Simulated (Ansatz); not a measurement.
CH10N2Si2, SMILES `N[SiH2]C[SiH2]N`. The species carries charge 0 and has multiplicity 1.

```json
{"atom": "N1", "x (Å)": "-0.051", "y (Å)": "1.638", "z (Å)": "-1.609"}
{"atom": "Si2", "x (Å)": "-0.571", "y (Å)": "0.006", "z (Å)": "-1.468"}
{"atom": "C3", "x (Å)": "-1.150", "y (Å)": "-0.274", "z (Å)": "0.282"}
{"atom": "Si4", "x (Å)": "0.196", "y (Å)": "-0.096", "z (Å)": "1.560"}
{"atom": "N5", "x (Å)": "1.366", "y (Å)": "-1.325", "z (Å)": "1.285"}
{"atom": "H6", "x (Å)": "0.550", "y (Å)": "2.033", "z (Å)": "-0.902"}
{"atom": "H7", "x (Å)": "0.142", "y (Å)": "2.036", "z (Å)": "-2.513"}
{"atom": "H8", "x (Å)": "0.482", "y (Å)": "-1.020", "z (Å)": "-1.768"}
{"atom": "H9", "x (Å)": "-1.648", "y (Å)": "-0.201", "z (Å)": "-2.474"}
{"atom": "H10", "x (Å)": "-1.570", "y (Å)": "-1.282", "z (Å)": "0.366"}
{"atom": "H11", "x (Å)": "-1.948", "y (Å)": "0.445", "z (Å)": "0.497"}
{"atom": "H12", "x (Å)": "0.721", "y (Å)": "1.306", "z (Å)": "1.475"}
{"atom": "H13", "x (Å)": "-0.302", "y (Å)": "-0.267", "z (Å)": "2.953"}
{"atom": "H14", "x (Å)": "2.085", "y (Å)": "-1.506", "z (Å)": "1.966"}
{"atom": "H15", "x (Å)": "1.699", "y (Å)": "-1.495", "z (Å)": "0.350"}
```

(1) Give the diagnostics of a CCSD(T)/def2-TZVPP run (frozen core, Ansatz 0.2.0). (Best estimate.)

## Answers

(1) The calculation gave: T1 = 0.0100, largest single amplitude 0.013, largest double 0.013, (T) share of the correlation energy 3.6 %, 9 CCSD cycles. The RHF solution is stable towards an unrestricted one. T1 lies under the customary mark of 0.02 for closed shells.
